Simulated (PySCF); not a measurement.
All numbers come from PySCF, PBE0, basis Pr def2-TZVP with ECP28, H def2-TZVP (scalar-relativistic core potentials, no spin–orbit coupling, density fitting). Open shells, if any, are unrestricted.

Task: What spin state, shape and geometry does isolated PrH₂⁺ take (every ligand bound to Pr)?

Result: Formally Pr is in oxidation state +3, with 2 electrons left for the f, d and s shells; the Mulliken f population is 2.23 and the spin on Pr 2.08. The lowest minimum found is a triplet of C2v symmetry with Pr–H 1.936 Å (×2); H–Pr–H 107.1°. Its harmonic wavenumbers are 492 (a1), 1565 (b2), 1611 (a1) cm⁻¹ and its dipole moment is 4.04 D about the centre of mass.

This need not be the most stable arrangement of these atoms. With open d or f shells other occupations or spin states may lie lower. The pruned grid is coarse for the open f shell: energies are uncertain by about 2 kJ/mol and soft modes are noisy. With an element this heavy the missing spin–orbit coupling can shift these numbers.
